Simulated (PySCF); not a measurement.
Compound: PbH4.
Atom-mapped SMILES: `[PbH4:1]` (hydrogens: H2, H3, H4, H5 on Pb1)

Computed by this run: PBE0-D3(BJ)/def2-SVP geometry optimisation, gas phase, def2 core potentials past Kr in PySCF 2.14.0; density fitting, grid level 1; the optimiser is geomeTRIC in internal coordinates, started from a GFN2-xTB structure with every atom displaced at random (about 0.01 Å).

Step 0: E = -5311.0946 eV
```
atom  x, y, z in Å  |  force x, y, z in eV/Å
Pb1     0.0226   -0.0253    0.0004   -0.452   0.308  -0.448
H2      1.4647   -0.7057    0.5544    0.842  -0.419   0.286
H3     -0.9017   -1.1674   -0.9197   -0.139  -0.229  -0.146
H4     -0.9060    0.5143    1.3392   -0.330   0.159   0.458
H5      0.3539    1.3502   -1.0123    0.079   0.181  -0.150
```

Q: Estimate the geometry and energy of step 1. (The exact step hangs on the optimiser's Hessian estimate; all steps are aligned on step 0, rigid shifts and turns removed.)

A: E = -5311.1344 eV, largest force 0.322 eV/Å
```
atom  x, y, z in Å  |  force x, y, z in eV/Å
Pb1     0.0119   -0.0141   -0.0046    0.019   0.036   0.042
H2      1.5358   -0.7422    0.5649   -0.279   0.123  -0.103
H3     -0.9236   -1.1955   -0.9404    0.123   0.110   0.121
H4     -0.9554    0.5347    1.3844    0.156  -0.098  -0.190
H5      0.3649    1.3830   -1.0423   -0.019  -0.170   0.131
```

The energy changes by -0.0398 eV. The first-order estimate −F·Δx gives -0.1529 eV and the mean of the old and new forces, exact on a quadratic surface, -0.0455 eV. The step makes an angle of 29° with the force vector and moves no atom by more than 0.081 Å.

What follows is the cost of the whole optimisation. The run took 3.6 s wall on Intel Xeon 6975P-C, one thread, no GPU (shared host), and the process peaked at 0.27 GiB of memory.
